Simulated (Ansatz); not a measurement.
Reaction (silylene formation by 1,1-elimination): `C[SiH]([SiH3])I` → `[SiH3]I` + `C[SiH]`

Program: Ansatz. Geometries: PBE0-D4/def2-TZVP. ΔE: electronic, gas phase. CCSD(T)/CBS adds triple-zeta CCSD(T) − MP2 to the extrapolated MP2 energy (def2 sets, frozen cores). This one scheme is used for every species. Functionals use def2-TZVPP. Elements past krypton have def2 core potentials. For I outer-core shells are correlated without core-valence functions, which leaves a few kJ/mol of doubt a bond.

```tsv
level	ΔE (kJ/mol)
r2SCAN-D4	267.5
PBE0-D4	265.6
ωB97X-V	256.8
ωB97M-V	238.4
B2PLYP	237.0
PBE0	254.8
CCSD/def2-TZVPP	235.6
CCSD/CBS(def2)	242.7
```

Question: What does CCSD(T)/CBS give? (An estimate is asked.)

Answer: Computed: +248.3 kJ/mol. The listed levels differ from it by 19.2, 17.3, 8.5, -9.9, -11.3, 6.5, -12.7, -5.6 kJ/mol.

Largest T1 diagnostic among the species: 0.012.

In def2-TZVPP, CCSD(T) changes the Hartree–Fock value by +23.9 kJ/mol (the triples alone add +5.6 kJ/mol) and MP2 by +40.0 kJ/mol. The D4 term adds +19.1 kJ/mol with B3LYP and +10.8 kJ/mol with PBE0; it sums over pairs of atoms, weighted by their polarisabilities, and B3LYP, whose exchange is more repulsive, gets the larger term.

B3LYP here is the variant with VWN-RPA as its local correlation; programs differ in this.
